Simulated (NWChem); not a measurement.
All runs are NWChem calculations. System: H₄Ge, charge 0, spin multiplicity 1, at a geometry optimised with PBE/def2-SVP. The structure started from a generated list of species. Level: CIS/def2-SVPD.

Output (cleaned and shortened):

```
             Northwest Computational Chemistry Package (NWChem) 7.3.0
             --------------------------------------------------------

                                NWChem Input Module
                                -------------------

 Scaling coordinates for geometry "geometry" by  1.889725989
 (inverse scale =  0.529177249)

 Turning off AUTOSYM since
 SYMMETRY directive was detected!

                             Geometry "geometry" -> ""
                             -------------------------

 Output coordinates in angstroms (scale by  1.889725989 to convert to a.u.)

  No.       Tag          Charge          X              Y              Z
 ---- ---------------- ---------- -------------- -------------- --------------
    1 Ge                  32.0000     0.00000000     0.00000000     0.00000000
    2 H                    1.0000     0.00000000    -1.26415800     0.89392600
    3 H                    1.0000     0.00000000     1.26415800     0.89392600
    4 H                    1.0000    -1.26415900     0.00000000    -0.89392500
    5 H                    1.0000     1.26415900     0.00000000    -0.89392500

 Effective nuclear repulsion energy (a.u.)      45.0038715510

            Nuclear Dipole moment (a.u.)
            ----------------------------
        X                 Y               Z
 ---------------- ---------------- ----------------
     0.0000000000     0.0000000000     0.0000037795

      Symmetry information
      --------------------

 Group name             C2v
 Group number             16
 Group order               4
 No. of unique centers     3

      Symmetry unique atoms

     1    2    4


 Summary of "ao basis" -> "" (spherical)
 ------------------------------------------------------------------------------
       Tag                 Description            Shells   Functions and Types
 ---------------- ------------------------------  ------  ---------------------
 *                         def2-svpd                  on all atoms

  xc_inp: hfexch multiplicative factor not found.

                                 NWChem DFT Module
                                 -----------------

 Summary of "ao basis" -> "ao basis" (spherical)
 ------------------------------------------------------------------------------
       Tag                 Description            Shells   Functions and Types
 ---------------- ------------------------------  ------  ---------------------
 Ge                        def2-svpd                14       38   6s4p4d
 H                         def2-svpd                 4        8   2s2p

 Summary of "ao basis" -> "ao basis" (spherical)
 ------------------------------------------------------------------------------
       Tag                 Description            Shells   Functions and Types
 ---------------- ------------------------------  ------  ---------------------
 Ge                        def2-svpd                14       38   6s4p4d
 H                         def2-svpd                 4        8   2s2p

      Symmetry analysis of basis
      --------------------------

        a1         30
        a2          8
        b1         16
        b2         16

            General Information
            -------------------
          SCF calculation type: DFT
          Wavefunction type:  closed shell.
          No. of atoms     :     5
          No. of electrons :    36
           Alpha electrons :    18
            Beta electrons :    18
          Charge           :     0
          Spin multiplicity:     1
          Use of symmetry is: off; symmetry adaption is: on
          Maximum number of iterations: 100
          AO basis - number of functions:    70
                     number of shells:    30
          Convergence on energy requested:  1.00D-06
          Convergence on density requested:  1.00D-05
          Convergence on gradient requested:  5.00D-04

              XC Information
              --------------
                     Hartree-Fock (Exact) Exchange  1.000

          Convergence Information
          -----------------------
          Convergence aids based upon iterative change in
          total energy or number of iterations.
          Levelshifting, if invoked, occurs when the
[...]
    7     35       0     0.30E-02   0.11E-03        2.5
    8     40       3     0.78E-03   0.56E-05        2.4
    9     42       3     0.28E-03   0.36E-06        2.4
   10     44       5     0.79E-04   0.19E-07        2.5
  ----  ------  ------  ---------  ---------  ---------
  Convergence criterion met

  Ground state a1      -2077.414567945809 a.u.

  ----------------------------------------------------------------------------
  Root   1 singlet b2             0.359752016 a.u.                9.7894 eV
  ----------------------------------------------------------------------------
     Transition Moments    X -0.00000   Y  1.18099   Z  0.00000
     Transition Moments   XX -0.00000  XY -0.00000  XZ  0.00000
     Transition Moments   YY  0.00000  YZ  2.35596  ZZ -0.00000
     Dipole Oscillator Strength                    0.3345080397
     Electric Quadrupole                           0.0000013762
     Magnetic Dipole                               0.0000000000
     Total Oscillator Strength                     0.3345094159

          sigma_e =   2.9896 Angstrom
          sigma_h =   1.5072 Angstrom
         |d_h->e| =   0.2358 Angstrom
            d_exc =   3.2404 Angstrom
            d_CD1 =   1.7182 Angstrom
            d_CD2 =  -2.0126 Angstrom
            d_CD3 =   3.4762 Angstrom
     Pearson C.C. =   0.0848

     Occ.   15  a1  ---  Virt.   27  b2      -0.06067
     Occ.   16  a1  ---  Virt.   27  b2      -0.13552
     Occ.   18  b2  ---  Virt.   19  a1       0.94804
     Occ.   18  b2  ---  Virt.   26  a1      -0.13535
     Occ.   18  b2  ---  Virt.   28  a1      -0.21476
     Occ.   18  b2  ---  Virt.   35  a1      -0.06441
     Occ.   18  b2  ---  Virt.   41  a1       0.05593
  ----------------------------------------------------------------------------
  Root   2 singlet b1             0.359761893 a.u.                9.7896 eV
  ----------------------------------------------------------------------------
     Transition Moments    X  1.18094   Y  0.00000   Z  0.00000
     Transition Moments   XX -0.00000  XY  0.00000  XZ -2.35596
     Transition Moments   YY  0.00000  YZ  0.00000  ZZ  0.00000
     Dipole Oscillator Strength                    0.3344884546
     Electric Quadrupole                           0.0000013763
     Magnetic Dipole                               0.0000000000
     Total Oscillator Strength                     0.3344898308

          sigma_e =   2.9896 Angstrom
          sigma_h =   1.5072 Angstrom
         |d_h->e| =   0.2355 Angstrom
            d_exc =   3.2403 Angstrom
            d_CD1 =   1.7179 Angstrom
            d_CD2 =  -2.0129 Angstrom
            d_CD3 =   3.4758 Angstrom
     Pearson C.C. =   0.0848

     Occ.   15  a1  ---  Virt.   25  b1      -0.06068
     Occ.   16  a1  ---  Virt.   25  b1       0.13553
     Occ.   17  b1  ---  Virt.   19  a1       0.94803
     Occ.   17  b1  ---  Virt.   26  a1       0.13572
     Occ.   17  b1  ---  Virt.   28  a1      -0.21454
     Occ.   17  b1  ---  Virt.   35  a1      -0.06441
     Occ.   17  b1  ---  Virt.   41  a1       0.05593
  ----------------------------------------------------------------------------
  Root   3 singlet a1             0.359765459 a.u.                9.7897 eV
  ----------------------------------------------------------------------------
     Transition Moments    X  0.00000   Y  0.00000   Z -1.18088
     Transition Moments   XX  2.35556  XY  0.00000  XZ -0.00000
     Transition Moments   YY -2.35633  YZ  0.00000  ZZ  0.00020
     Dipole Oscillator Strength                    0.3344541677
     Electric Quadrupole                           0.0000013763
     Magnetic Dipole                               0.0000000000
     Total Oscillator Strength                     0.3344555440

          sigma_e =   3.0137 Angstrom
          sigma_h =   1.6282 Angstrom
         |d_h->e| =   0.0001 Angstrom
            d_exc =   3.2404 Angstrom
            d_CD1 =   1.3856 Angstrom
            d_CD2 =  -2.3208 Angstrom
            d_CD3 =   3.2405 Angstrom
     Pearson C.C. =   0.1257

     Occ.   15  a1  ---  Virt.   26  a1       0.06067
     Occ.   16  a1  ---  Virt.   19  a1      -0.94803
     Occ.   16  a1  ---  Virt.   28  a1       0.21464
     Occ.   16  a1  ---  Virt.   35  a1       0.06442
     Occ.   16  a1  ---  Virt.   41  a1      -0.05593
     Occ.   17  b1  ---  Virt.   25  b1      -0.13554
     Occ.   18  b2  ---  Virt.   27  b2       0.13555
  ----------------------------------------------------------------------------
  Root   4 singlet a2             0.365693622 a.u.                9.9510 eV
  ----------------------------------------------------------------------------
     Transition Moments    X  0.00000   Y  0.00000   Z  0.00000
     Transition Moments   XX -0.00000  XY -0.00096  XZ -0.00000
     Transition Moments   YY  0.00000  YZ  0.00000  ZZ  0.00000
     Dipole Oscillator Strength                    0.0000000000
     Electric Quadrupole                           0.0000000000
     Magnetic Dipole                               0.0000099452
     Total Oscillator Strength                     0.0000099452

          sigma_e =   2.2206 Angstrom
          sigma_h =   1.6285 Angstrom
         |d_h->e| =   0.0001 Angstrom
            d_exc =   2.5025 Angstrom
            d_CD1 =   0.5921 Angstrom
            d_CD2 =  -1.9245 Angstrom
            d_CD3 =   2.5026 Angstrom
     Pearson C.C. =   0.1826

     Occ.   15  a1  ---  Virt.   33  a2      -0.05665
     Occ.   16  a1  ---  Virt.   24  a2       0.23766
     Occ.   16  a1  ---  Virt.   37  a2      -0.08211
     Occ.   17  b1  ---  Virt.   20  b2       0.66028
     Occ.   17  b1  ---  Virt.   27  b2      -0.09803
     Occ.   17  b1  ---  Virt.   30  b2      -0.12712
     Occ.   18  b2  ---  Virt.   21  b1      -0.66071
     Occ.   18  b2  ---  Virt.   25  b1       0.09813
     Occ.   18  b2  ---  Virt.   29  b1       0.12718
  ----------------------------------------------------------------------------
  Root   5 singlet a1             0.379757708 a.u.               10.3337 eV
  ----------------------------------------------------------------------------
     Transition Moments    X  0.00000   Y  0.00000   Z -0.00022
     Transition Moments   XX  1.55758  XY -0.00000  XZ -0.00000
     Transition Moments   YY  1.55756  YZ -0.00000  ZZ -3.11616
     Dipole Oscillator Strength                    0.0000000120
     Electric Quadrupole                           0.0000021235
     Magnetic Dipole                               0.0000000000
     Total Oscillator Strength                     0.0000021355

          sigma_e =   2.2575 Angstrom
          sigma_h =   1.6288 Angstrom
         |d_h->e| =   0.0002 Angstrom
            d_exc =   2.5913 Angstrom
            d_CD1 =   0.6289 Angstrom
            d_CD2 =  -1.9429 Angstrom
            d_CD3 =   2.5916 Angstrom
     Pearson C.C. =   0.1406

     Occ.   16  a1  ---  Virt.   22  a1       0.79504
     Occ.   16  a1  ---  Virt.   26  a1       0.11894
     Occ.   16  a1  ---  Virt.   31  a1      -0.10157
     Occ.   17  b1  ---  Virt.   21  b1       0.39761
     Occ.   17  b1  ---  Virt.   25  b1      -0.05949
     Occ.   17  b1  ---  Virt.   29  b1      -0.05079
     Occ.   17  b1  ---  Virt.   32  b1       0.05195
     Occ.   18  b2  ---  Virt.   20  b2       0.39778
     Occ.   18  b2  ---  Virt.   27  b2      -0.05943
     Occ.   18  b2  ---  Virt.   30  b2      -0.05081
     Occ.   18  b2  ---  Virt.   34  b2      -0.05197

              Target root =      1
          Target symmetry = none
      Ground state energy =  -2077.414567945809
        Excitation energy =      0.359752015796
     Excited state energy =  -2077.054815930013

  stored tddft:energy   -2077.0548159300129

 Task  times  cpu:       26.1s     wall:       26.1s

 Total times  cpu:       26.1s     wall:       26.1s
```

**Question.** Write an NWChem input that would produce this output.

**Answer.** This is not unique; one that fits is 
```
start mol
memory heap 200 mb stack 900 mb global 1100 mb
geometry units angstroms nocenter noautoz
  Ge     0.000000     0.000000    -0.000000
  H      0.000000    -1.264158     0.893926
  H      0.000000     1.264158     0.893926
  H     -1.264159     0.000000    -0.893925
  H      1.264159     0.000000    -0.893925
  symmetry group C2v
end
basis spherical
  * library def2-svpd
end
dft
  xc hfexch
  semidirect memsize 60000000 filesize 0
  iterations 100
end
tddft
  cis
  nroots 5
  notriplet
  thresh 1e-4
end
task tddft energy
```
